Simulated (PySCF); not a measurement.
# `C=CC[SiH2]O/C(C#N)=C\C`: 4 charge schemes on one density

Compound: C7H11NOSi.
Cartesian coordinates in Å at the GFN2-xTB level; atoms count from 1:
```
atom  x, y, z in Å
C1     2.0818   -0.6327    1.2128
C2     2.3346    0.0607    0.1167
C3     1.8975    1.4672   -0.1093
Si4    0.3997    1.5256   -1.2950
O5    -0.7052    0.3877   -0.9024
C6    -1.3060    0.0517    0.2633
C7    -1.1131    0.8894    1.3906
N8    -0.9631    1.5712    2.3010
C9    -2.0801   -1.0375    0.3790
C10   -2.3614   -1.9770   -0.7381
H11    2.3964   -1.6561    1.3275
H12    1.5556   -0.1988    2.0484
H13    2.8641   -0.4011   -0.7072
H14    2.7177    2.0469   -0.5324
H15    1.6265    1.9241    0.8442
H16   -0.1974    2.8613   -1.2568
H17    0.6921    1.0412   -2.6369
H18   -2.5307   -1.2487    1.3376
H19   -3.4332   -2.0123   -0.9345
H20   -2.0427   -2.9842   -0.4704
H21   -1.8420   -1.6617   -1.6387
```

Density: PBE0/pcSseg-1 (PySCF); schemes: Mulliken, IAO, Hirshfeld and ESP-fitted. Geometry: GFN2-xTB, one conformer, isolated molecule.

Task: What partial charge does each atom carry?

Result: In e:

```
atom                    environment  Mulliken     IAO  Hirshfeld  ESP-fitted
  C1           terminal =CH2 carbon    -0.161  -0.331     -0.111      -0.564
  C2               alkene CH carbon    -0.259  -0.129     -0.042      +0.014
  C3    sp3 carbon bound to silicon    -0.514  -0.564     -0.160      -0.371
 Si4           oxygen-bound silicon    +0.856  +1.002     +0.410      +0.559
  O5             silyl ether oxygen    -0.624  -0.579     -0.181      -0.190
  C6  vinylic carbon bearing oxygen    +0.294  +0.146     +0.079      -0.111
  C7                 nitrile carbon    +0.068  +0.112     +0.080      +0.378
  N8               nitrile nitrogen    -0.248  -0.236     -0.204      -0.445
  C9               alkene CH carbon    -0.239  -0.137     -0.032      -0.035
 C10                 allylic carbon    -0.200  -0.428     -0.113      -0.239
 H11               vinylic hydrogen    +0.115  +0.151     +0.044      +0.203
 H12               vinylic hydrogen    +0.128  +0.148     +0.038      +0.231
 H13               vinylic hydrogen    +0.109  +0.142     +0.044      +0.116
 H14             methylene hydrogen    +0.159  +0.162     +0.049      +0.126
 H15             methylene hydrogen    +0.172  +0.164     +0.044      +0.155
 H16                  Si–H hydrogen    -0.090  -0.143     -0.077      -0.111
 H17                  Si–H hydrogen    -0.103  -0.130     -0.077      -0.118
 H18               vinylic hydrogen    +0.123  +0.167     +0.057      +0.122
 H19                methyl hydrogen    +0.136  +0.160     +0.053      +0.096
 H20                methyl hydrogen    +0.136  +0.160     +0.054      +0.106
 H21                methyl hydrogen    +0.139  +0.164     +0.045      +0.080
```

Mean size of the charges over all atoms: IAO 0.255 e, Mulliken 0.232 e, ESP-fitted 0.208 e, Hirshfeld 0.095 e. Each set sums to the total charge, 0, to within 0.001 e. The Hirshfeld scheme divides the density at each point in proportion to the densities of the neutral, spherically averaged free atoms.

Lowest charge. The schemes don't all agree: Mulliken O5 (-0.624); IAO O5 (-0.579); Hirshfeld N8 (-0.204); ESP-fitted C1 (-0.564).

Highest charge. All schemes agree: Mulliken Si4 (+0.856); IAO Si4 (+1.002); Hirshfeld Si4 (+0.410); ESP-fitted Si4 (+0.559).

Task: How closely do the schemes follow one another over all atoms?

Result: Correlation coefficient and root-mean-square difference: Mulliken with IAO 0.97, 0.090 e; IAO with Hirshfeld 0.96, 0.214 e; Mulliken with Hirshfeld 0.94, 0.188 e; Hirshfeld with ESP-fitted 0.86, 0.165 e; IAO with ESP-fitted 0.83, 0.184 e; Mulliken with ESP-fitted 0.74, 0.207 e.

Task: Sum the charges by element, for elements with more than one atom.

Result: 
```tsv
element	atoms	Mulliken	IAO	Hirshfeld	ESP-fitted
C	7	-1.009	-1.331	-0.298	-0.929
H	11	+1.026	+1.145	+0.275	+1.005
```

Task: How many electrons does the ESP-fitted scheme count on C9?

Result: Z − q = 6 − (-0.035) = 6.035.
